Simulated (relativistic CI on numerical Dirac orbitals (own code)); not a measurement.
Method of calculation: Dirac-Coulomb-Breit CI, KLI orbitals optimised for each configuration, model QED (radiative potential, 1s self-energy scaled to tabulated hydrogen-like ionisation energies), unscaled Slater integrals (own radial code, finite nucleus).

The strongest absorption lines from the ground level of an ion, among the configurations computed and to levels below about 573 eV (vacuum wavelength in Å, gf): 41.440 (0.19), 44.566 (0.45), 91.536 (4.7), 114.36 (0.49), 135.23 (0.00013).

**Question.** Which ion is it?
A. La XXIV
B. Pm XXVI
C. Cs XX
D. La XXII

**Answer.** D. La XXII has 36 electrons and the ground level 4s²4p⁶ ¹S0; the strongest line goes to 4s²4p⁵4d ¹P°1. The pattern of lines fixes the number of electrons, and along that sequence the line energies rise steadily with the charge (about as its square where n changes within one kind of shell, about linearly where n is kept but much faster in heavy ions where fine structure, which grows about as Z⁴, sets the gap, and irregularly where shells cross), which fixes Z. Configurations outside the model, such as inner-shell arrays, can give stronger lines. At this charge energies of transitions that change n are usually good to better than 1 %, and those within a shell (Δn = 0) to a few per cent.

LS names give the leading component of a level, which can be under half, so a name can repeat, a term be missing and a line seem to break the LS rules.
